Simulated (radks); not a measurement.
Q: Coulomb parameter of the 4d shell of neutral ruthenium in the model configuration [Kr] 4d5 5s1 5p2, as a second difference U = [E(n + 0.5) + E(n - 0.5) - 2 E(n)] / (0.5)^2 with all orbitals relaxed. "Bare": the charge of the atom changes with n. "Screened": the 5p shell takes up the change at fixed total charge, which measures U(4d,4d) + U(5p,5p) - 2 U(4d,5p). Calculated with a radial shooting solver on a logarithmic mesh with Libxc functionals: scalar-relativistic Kohn-Sham, r2SCAN, spin-unpolarised, spherical densities, finite nucleus; meta-GGA in the generalised Kohn-Sham scheme; Fermi nuclear charge, rms radius 4.4809 fm. Estimate both.

A: U(bare) = 9.802 eV, U(screened by 5p) = 2.949 eV, against the Slater integral F0(4d,4d) = 16.502 eV with frozen orbitals. The step up makes a negative ion, whose loosely bound charge lowers the bare value.
